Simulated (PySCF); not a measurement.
## Excitation energy of B by level of theory

B [He] 2s2 2p1 (2P) → B [He] 2s1 2p1 3d1 (high-spin determinant), as a difference of total energies. Computed with PySCF 2.14 in aug-cc-pCVTZ-DK (7s6p4d2f, 59 functions), with scalar relativity by spin-free X2C-1e. Correlated levels: valence and next inner shell: nothing frozen. The calculations carry no spin-orbit coupling.

```csv
method,excitation energy (eV)
UHF,10.910
MP2 (valence and next inner shell),11.985
SCS-MP2 (valence and next inner shell),12.270
CCSD (valence and next inner shell),12.394
CCSD(T) (valence and next inner shell),12.433
```

Q: How much does correlation contribute at CCSD(T) (valence and next inner shell)?

A: 12.433 − (10.910) = 1.523 eV, measured against UHF.

The upper state lies above the first ionisation limit, but in LS coupling its spin forbids autoionisation to the ground ion. A Rydberg-like electron needs more diffuse functions than a valence basis has.

The promoted electron is Rydberg-like, and one or two diffuse shells describe it only roughly, which tends to raise the upper state.

The determinant of the upper state mixes LS terms, which raises its energy above the lowest term, most at the Hartree-Fock and MP2 levels.
